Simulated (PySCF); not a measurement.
H2F4Ga2, singlet, PBE0/def2-SVP optimised geometry.

```
8

Ga    -0.22    -0.39     0.00
Ga    -1.86     1.38    -1.74
H     -3.39     1.38    -1.74
F     -1.31    -1.36     0.95
F     -1.04     1.36     0.00
H      1.31    -0.39     0.00
F     -1.04    -0.36    -1.74
F     -0.76     2.35    -2.69
```

Density from PBE0/def2-TZVP (PySCF) at that geometry.

Minimum of the electron density along straight lines between bonded atoms, close to the bond critical point (lines longer than 1.1 times the sum of covalent radii, or with two minima, are not listed):

| bond | length / Å | ρ at the minimum / e bohr⁻³ | ∇²ρ there / e bohr⁻⁵ | position (fraction from the first atom) |
|---|---|---|---|---|
| Ga2–H3 | 1.536 | 0.124 | 0.13 | 0.60 |
| Ga1–F4 | 1.742 | 0.137 | 0.88 | 0.49 |
| Ga1–F5 | 1.926 | 0.083 | 0.48 | 0.48 |
| Ga2–F5 | 1.926 | 0.083 | 0.48 | 0.48 |
| Ga1–H6 | 1.536 | 0.124 | 0.13 | 0.60 |
| Ga1–F7 | 1.926 | 0.083 | 0.48 | 0.48 |
| Ga2–F7 | 1.926 | 0.083 | 0.48 | 0.48 |
| Ga2–F8 | 1.742 | 0.137 | 0.88 | 0.49 |
